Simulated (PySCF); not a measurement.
Compound: C₅H₄FN₃.
Bonds: C1–C2 (double), C2–C3, C3–N4 (aromatic), N4–N5 (aromatic), N5–N6 (aromatic), N6–C7 (aromatic), C7–C8 (aromatic), C8–F9, C3–C8 (aromatic). Hydrogens: H10, H11 on C1; H12 on C2; H13 on C7.

Method: TDDFT CAM-B3LYP/def2-SVPD, vertical, gas phase, core orbitals frozen in the response in PySCF. Geometry: GFN2-xTB, one conformer, isolated molecule. Torsions of this conformer, `[CH2:1]=[CH:2][c:3]1[n:4][n:5][n:6][cH:7][c:8]1[F:9]`: C1–C2–C3–N4 0°.

Computed states:

```tsv
state	E (eV)	f
S1	3.58	0.0001
S2	3.89	0.0041
S3	4.24	0.0035
S4	4.63	0.0000
S5	5.06	0.262
S6	5.69	0.177
S7	6.47	0.071
S8	7.03	0.0006
```

Each state is given a Gaussian of 0.25 eV full width at half maximum, with ε(max) = 2.175×10⁸ f / Δν̃ (Δν̃ the width in cm⁻¹). The width is an assumption, not a result. The curve ends short of the highest state used, and states not computed would add to its high-energy end.

Question: What does the envelope look like, and where are its maxima?

Answer: 
| E (eV) | ε (L mol⁻¹ cm⁻¹) |
| --- | --- |
| 3.21 | 0 |
| 3.35 | 1 |
| 3.49 | 8 |
| 3.63 | 30 |
| 3.77 | 226 |
| 3.91 | 443 |
| 4.05 | 225 |
| 4.19 | 345 |
| 4.33 | 271 |
| 4.47 | 38 |
| 4.61 | 5 |
| 4.75 | 448 |
| 4.89 | 8375 |
| 5.03 | 27494 |
| 5.17 | 15859 |
| 5.31 | 1640 |
| 5.45 | 1547 |
| 5.59 | 12356 |
| 5.73 | 17670 |
| 5.87 | 4440 |
| 6.01 | 197 |
| 6.15 | 85 |
| 6.29 | 1842 |
| 6.43 | 7158 |

Maxima: 318 nm (3.90 eV), ε about 450, made up of S2 (100%); 292 nm (4.24 eV), ε about 380, made up of S3 (99%); 245 nm (5.06 eV), ε about 28000, made up of S5 (100%); 218 nm (5.69 eV), ε about 19000, made up of S6 (100%) (ε in L mol⁻¹ cm⁻¹; maxima over ε = 5, shares over 10%). At its high-energy end, 6.43 eV, the curve is still rising (ε about 7200, from S7).

Question: Does any computed singlet lie in the visible range?

Answer: No computed singlet lies in the visible range (380 to 750 nm); the lowest, at 346 nm, stands 0.32 eV above its violet end (3.26 eV); a Tamm–Dancoff triplet lies at 434 nm, without intensity as long as spin–orbit coupling is left out.

Question: What would ε be at 5.06 eV, the highest of these maxima, with half the width (0.125 eV)?

Answer: About 56400 L mol⁻¹ cm⁻¹ against 28300, a factor of about 1.99; a lone state at its own centre would give exactly 2.

Question: Coming from long wavelengths, where does ε first pass 100 L mol⁻¹ cm⁻¹?

Answer: At about 334 nm (3.71 eV), 0.13 eV above S1.
